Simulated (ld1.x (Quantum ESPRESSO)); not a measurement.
## What the settings do to the TM potential of As (Z = 33)

Base potential:

ld1.x (Quantum ESPRESSO) 7.5 input, shortened:

```
&input
   title='As', zed=33., rel=1, dft='PBE', iswitch=3,
   config='[Ar] 3d10 4s2 4p3'
 /
 &inputp
   pseudotype=2, tm=.true., lloc=-1, rcloc=0.75,
   nlcc=.true., new_core_ps=.true., rcore=0.25
 /
3
3S  1  0   2.00   0.00  0.75  0.75  0.0
3P  2  1   6.00   0.00  0.55  0.55  0.0
3D  3  2  10.00   0.00  1.05  1.05  0.0
 &test
   configts(1)='3s2 3p6 3d10 4s2 4p3'
 /
```

Occupied shells without a wave of their own: 4p, 4s. They enter only through the test configuration that unscreens the potential, and ld1.x also counts them in the model core charge.

All-electron outer shells of the reference configuration (PBE, scalar-relativistic, ld1.x):

```json
{"shell": "2s", "level (eV)": "-1486.76", "outermost node (bohr)": "0.06", "outermost maximum (bohr)": "0.17"}
{"shell": "2p", "level (eV)": "-1303.65", "outermost node (bohr)": "–", "outermost maximum (bohr)": "0.14"}
{"shell": "3s", "level (eV)": "-190.31", "outermost node (bohr)": "0.25", "outermost maximum (bohr)": "0.52"}
{"shell": "3p", "level (eV)": "-133.68", "outermost node (bohr)": "0.22", "outermost maximum (bohr)": "0.52"}
{"shell": "3d", "level (eV)": "-40.65", "outermost node (bohr)": "–", "outermost maximum (bohr)": "0.47"}
{"shell": "4s", "level (eV)": "-14.49", "outermost node (bohr)": "0.73", "outermost maximum (bohr)": "1.61"}
{"shell": "4p", "level (eV)": "-5.19", "outermost node (bohr)": "0.78", "outermost maximum (bohr)": "2.00"}
```

Cutoffs, loose and tight: the cutoffs (Ry, on a coarse ladder) from which the occupation-weighted sum of valence levels, in a spherical-Bessel basis at the reference potential, stays within 10 and 1 mRy of its value at 400 Ry. They do not see the model core or the augmentation charge, which bear on the density cutoff. Test errors are all-electron minus pseudo excitation energies from the reference, over the configurations 3s2 3p6 3d10 4s2 4p2; 3s2 3p6 3d10 4s2 4p1; 3s2 3p6 3d10 4s2 4p0; 3s2 3p6 3d10 4s2 4p3.3; 3s2 3p6 3d9 4s2 4p3; 3s1 3p6 3d10 4s2 4p3; 3s2 3p6 3d10 4s1 4p3. A dash means not determined; rows that change the core or the reference have their own tests.

With those shells counted twice in exchange and correlation these files are broken, and their errors move erratically; no question is asked of them.

Cutoffs are not given where the Bessel-basis levels miss the radial ones by over 6 mRy, ghosts where they miss by over 20 mRy; a channel whose overlap is not positive is not tested.

| change | outcome | cutoff, loose | cutoff, tight | bound ghosts | largest test error (meV) |
| --- | --- | --- | --- | --- | --- |
| base | generated, misses its reference levels by 0.34 eV | 300 Ry | over 300 Ry | none | -1455 |
| reference 3s2 3p6 3d10 4s1.5 4p3.5 | generated, misses its reference levels by 0.34 eV | 300 Ry | over 300 Ry | none | -568 |
| fully relativistic | generated, misses its reference levels by 0.34 eV | – | – | not determined | -1446 |
| wave 3d (bound): rc 1.05 bohr becomes 3d (bound): rc 1.16 bohr | generated, misses its reference levels by 0.34 eV | 300 Ry | over 300 Ry | none | -1456 |
| wave 3p (bound): rc 0.55 bohr becomes 3p (bound): rc 0.50 bohr | generated, misses its reference levels by 0.34 eV | over 300 Ry | over 300 Ry | none | -1470 |
| all radii but the core radius scaled by about 1.39 (s 1.04, p 0.76, d 1.46 bohr); local potential all-electron potential smoothed inside 1.04 bohr (lloc = -1) | generated, misses its reference levels by 1.48 eV | 230 Ry | 300 Ry | none | +1594 |
| core [Ar] 3d10, valence charge 5; reference 4s2 4p2.5; waves now 4p (bound): rc 1.65 bohr; 4s (bound): rc 1.75 bohr; local potential the s channel; core correction none | generated | 35 Ry | 50 Ry | none | +138 |
| core correction Bessel-smoothed model core inside 0.64 bohr | generated, misses its reference levels by 0.34 eV | 300 Ry | over 300 Ry | none | -1455 |
| local potential the d channel | generated, misses its reference levels by 0.43 eV | 300 Ry | over 300 Ry | none | +1374 |
| wave 3s (bound): rc 0.75 bohr becomes 3s (bound): rc 0.54 bohr | generated | over 300 Ry | over 300 Ry | none | -1437 |
| local potential all-electron potential smoothed inside 0.98 bohr (lloc = -1) | generated, misses its reference levels by 0.82 eV | 300 Ry | over 300 Ry | none | -997 |
| all radii but the core radius scaled by about 0.94 (s 0.70, p 0.52, d 0.98 bohr); local potential all-electron potential smoothed inside 0.70 bohr (lloc = -1) | generated, misses its reference levels by 0.36 eV | over 300 Ry | over 300 Ry | none | -1566 |
